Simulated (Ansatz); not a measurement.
`BN[SiH2][SiH3]` + `[OH][Al]([SH])[Cl]` → `[SiH3][O][Al]([SH])[Cl]` + `BN[SiH3]`  (cleavage of the Si–Si bond)

Isolated molecules relaxed with PBE0-D4/def2-TZVP in Ansatz; ΔE leaves out vibrations. CCSD(T)/CBS adds triple-zeta CCSD(T) − MP2 to the extrapolated MP2 energy (def2 sets, frozen cores). DFT in def2-TZVPP. Each species was taken in one conformer, which may not be the lowest.

| level | ΔE (kcal/mol) |
| --- | --- |
| BHLYP | -29.9 |
| HF/def2-SVP | -32.8 |

(1) What does CCSD(T)/CBS give? (Best estimate.)

Largest T1 diagnostic among the species: 0.013.

## Answers

(1) The calculation gave: -26.5 kcal/mol. The listed levels differ from it by -3.4, -6.3 kcal/mol.

From r2SCAN to r2SCAN0 (25 % exact exchange), in def2-TZVPP and without D4, ΔE moves by −1.1 kcal/mol. In def2-TZVPP, CCSD(T) changes the Hartree–Fock value by +7.4 kcal/mol (the triples alone add +1.0 kcal/mol) and MP2 by +5.7 kcal/mol.
